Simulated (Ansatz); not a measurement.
Consider the redistribution: `[F][GeH2][Cl]` + `[SiH3][O][GaH][Br]` → `[F][GeH2][O][SiH3]` + `[Cl][GaH][Br]`.

Computed with Ansatz on PBE0-D4/def2-TZVP structures; ΔE is electronic, products minus reactants. CCSD(T)/CBS adds triple-zeta CCSD(T) − MP2 to the extrapolated MP2 energy (def2 sets, frozen cores). DFT in def2-TZVPP. HSE06 is defined as in plane-wave codes. For Br, Ga, Ge outer-core shells are correlated without core-valence functions, which leaves a few kJ/mol of doubt a bond. Scalar relativity is left out up to krypton. Each species was taken in one conformer, which may not be the lowest.

```tsv
level	ΔE (eV)
PBE0-D4	-0.18
HSE06	-0.19
```

(1) What does CCSD(T)/CBS give? (Best estimate.)

Largest T1 diagnostic among the species: 0.012.

Results:

(1) Computed: -0.19 eV. The listed levels differ from it by 0.01, 0.00 eV.

From BLYP to BHLYP (50 % exact exchange), in def2-TZVPP and without D4, ΔE moves by −0.06 eV. Leaving LDA and LC-ωPBE aside and taking each functional with its dispersion term where it has one, the values, not all of them listed here, spread over 0.07 eV, from BHLYP-D4 to revPBE-D4. At CCSD(T), def2-SVP lies −0.04 eV from the extrapolated value and def2-TZVPP +0.01 eV.
